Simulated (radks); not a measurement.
Species: neutral fluorine. Configuration: [He] 2s2 2p4 4s1 (not the ground configuration). Calculated with a radial shooting solver on a logarithmic mesh with Libxc functionals: non-relativistic Kohn-Sham, PBEsol, spin-polarised, spherical densities, point nucleus; open shells are filled with parallel spins first.

Radial electron density D(r) = 4 pi r^2 rho(r):

r (bohr)  D(r) (e/bohr)  spin D(r)
0.008475         0.3482  0.0000635
0.01112          0.5720   0.000111
0.0146           0.9258   0.000199
0.01932           1.489   0.000378
0.02536           2.302   0.000748
0.03328           3.440    0.00158
0.04404           4.969    0.00365
0.05781           6.699    0.00856
0.07587           8.380     0.0204
0.1004            9.537     0.0492
0.1318            9.545      0.112
0.173             8.233      0.239
0.2289            6.060      0.480
0.3004            4.378      0.855
0.3943            4.126       1.34
0.5217            5.117       1.81
0.6848            5.899       1.97
0.8988            5.335       1.70
1.189             3.519       1.09
1.561             1.672      0.519
2.065            0.5404      0.183
2.711            0.1442     0.0706
3.558           0.03907     0.0302
4.708          0.002134    0.00164
6.18            0.01966     0.0196
8.112            0.1009      0.101
10.73            0.1367      0.137
14.09           0.05527     0.0553
18.49          0.007656    0.00766
24.47         0.0003018   0.000302

D(r) has 3 maxima, at r = 0.115, 0.713, 10.1 bohr, and minima at 0.358 bohr, inside which lie 2.20 electrons.
